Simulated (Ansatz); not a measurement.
C$_{3}$H$_{9}$MgN (`C[CH](C)[Mg][NH2]`) at its PBE0-D4/def2-TZVP geometry, where that method's forces vanish. The species carries charge 0 and has multiplicity 1.

```xyz
14

C    -1.5819    0.8361    0.1368
C    -0.1300    0.5429    0.5107
C    -0.0723   -0.3250    1.7665
Mg    0.9856   -0.2549   -1.0948
N     1.9819   -0.9709   -2.5368
H    -2.1346    1.2819    0.9777
H    -1.6699    1.5307   -0.7048
H    -2.1260   -0.0742   -0.1396
H     0.3481    1.5031    0.7518
H     0.9501   -0.4841    2.1239
H    -0.6344    0.1275    2.5976
H    -0.5127   -1.3148    1.6015
H     2.7949   -1.5658   -2.4703
H     1.8011   -0.8326   -3.5203
```

(1) What forces (eV/Å) does ωB97M-V/def2-TZVPP give on these atoms in Ansatz? (Best estimate.)

## Answers

(1) The calculation gave: 
```
C1  -0.227  0.055 -0.017
C2   0.209  0.107 -0.117
C3  -0.018 -0.105  0.208
Mg4 -0.041  0.029  0.059
N5   0.027 -0.018 -0.038
H6   0.050 -0.038 -0.065
H7   0.006 -0.052  0.059
H8   0.042  0.058  0.017
H9  -0.052 -0.075 -0.005
H10 -0.073  0.009 -0.027
H11  0.043 -0.033 -0.072
H12  0.031  0.067  0.005
H13 -0.023  0.016 -0.031
H14  0.028 -0.021  0.023
```
